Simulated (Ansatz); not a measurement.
`[CH3][Al]1[CH2][SiH]1F` + `COB(C)F` → `CCOB(C)F` + `F[SiH]1[CH2][AlH]1`  (formal exchange of groups at a C–Al bond)

Gas-phase electronic energies from Ansatz, PBE0-D4/def2-TZVP geometries. CBS: MP2 limit from def2 TZ/QZ plus the TZ coupled-cluster correction, frozen cores. Functionals use def2-TZVPP. B3LYP here is the variant with VWN-RPA as its local correlation; programs differ in this. Each species was taken in one conformer, which may not be the lowest.

`[CH3][Al]1[CH2][SiH]1F`:

Z-matrix (Å, degrees):
```
C
Al 1 1.945
H 1 1.092 2 112.6
H 1 1.094 2 110.3 3 121.1
H 1 1.095 2 110.1 3 -120.9
C 2 1.974 1 138.6 3 166.1
Si 2 2.323 1 170.3 3 0.3
H 6 1.110 2 92.5 1 -67.3
H 6 1.089 2 140.7 1 56.1
F 7 1.609 2 136.0 1 69.2
H 7 1.488 2 116.2 1 -94.9
```

`COB(C)F`:

Cartesian coordinates in Å:
```
C 0.238 1.570 -0.398
O 0.609 0.826 0.739
B 0.326 -0.481 0.906
C -0.447 -1.395 -0.108
F 0.767 -0.998 2.055
H -0.419 2.387 -0.091
H 1.136 1.996 -0.850
H -0.279 0.960 -1.143
H -1.448 -1.006 -0.316
H -0.552 -2.410 0.275
H 0.070 -1.449 -1.071
```

`CCOB(C)F`:

Cartesian coordinates in Å:
```
C 1.089 1.623 0.925
C 0.612 1.225 -0.451
O -0.490 0.328 -0.366
B -0.334 -1.010 -0.384
C -1.554 -1.978 -0.273
F 0.903 -1.520 -0.504
H 1.889 2.363 0.847
H 0.272 2.058 1.505
H 1.476 0.758 1.467
H 1.424 0.770 -1.025
H 0.253 2.097 -1.002
H -1.436 -2.641 0.590
H -1.605 -2.628 -1.151
H -2.499 -1.445 -0.177
```

`F[SiH]1[CH2][AlH]1`:

Z-matrix (Å, degrees):
```
Si
C 1 1.868
Al 1 2.321 2 54.9
F 1 1.606 2 119.9 3 -126.3
H 1 1.487 2 111.0 3 108.4
H 2 1.088 1 125.4 3 -141.2
H 2 1.110 1 109.5 3 87.2
H 3 1.583 1 170.6 2 -166.7
```

```csv
level,ΔE (kcal/mol)
r2SCAN-D4,7.8
B3LYP-D4,7.2
PBE0,7.6
MP2/def2-QZVPP,7.7
```

What does CCSD(T)/CBS give? (Best estimate.)

Computed: +7.0 kcal/mol. The listed levels differ from it by 0.8, 0.2, 0.6, 0.7 kcal/mol.

Largest T1 diagnostic among the species: 0.013.

In def2-TZVPP, CCSD(T) changes the Hartree–Fock value by +1.8 kcal/mol (the triples alone add +0.3 kcal/mol) and MP2 by +2.6 kcal/mol.
